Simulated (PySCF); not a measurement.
**PbCl2: from structure and modes to constants**

These are results of PBE0/[Pb def2-TZVP with ECP60, Cl def2-TZVP], scalar-relativistic core potentials, density fitting, no spin–orbit coupling, PySCF, not measurements.

The singlet minimum has C2v symmetry. Masses (u): Pb 207.97664, Cl 34.96885.

```xyz
3
charge 0 multiplicity 1, angstrom
Pb   -0.3942    0.0000    0.0000
Cl    1.1935    0.0000    1.8739
Cl    1.1935    0.0000   -1.8739
```

Harmonic wavenumbers (cm⁻¹): 99.1 (a1, ×1), 307.9 (b2, ×1), 326.5 (a1, ×1).

Problem. Find the vibrational entropy and heat capacity at 298.15 K.

Solution. With u = 1.43878 ω/T, each mode gives S = R[u/(eᵘ−1) − ln(1−e⁻ᵘ)] and C = R u² eᵘ/(eᵘ−1)².
```
ω (cm⁻¹)      u  S (J/(mol K))  C (J/(mol K))
    99.1  0.478          14.53           8.16
   307.9  1.486           5.75           6.94
   326.5  1.575           5.34           6.79
```
The sums over all modes are S = 25.6 and C = 21.9 J/(mol K); the softest mode gives 57 % of the entropy.

Problem. Give the standard entropy (298.15 K, 1 bar) by its translational, rotational, vibrational and spin parts, and Cp.

Solution. Sackur–Tetrode with M = 277.91 u gives 179.0; rotation with symmetry number 2 gives 110.6; vibration 25.6; spin R ln 1 = 0.0. The total is 315.3 J/(mol K), and Cp = 4 R + 21.9 = 55.1 J/(mol K).

No spin–orbit coupling is included, which matters more the heavier the element.
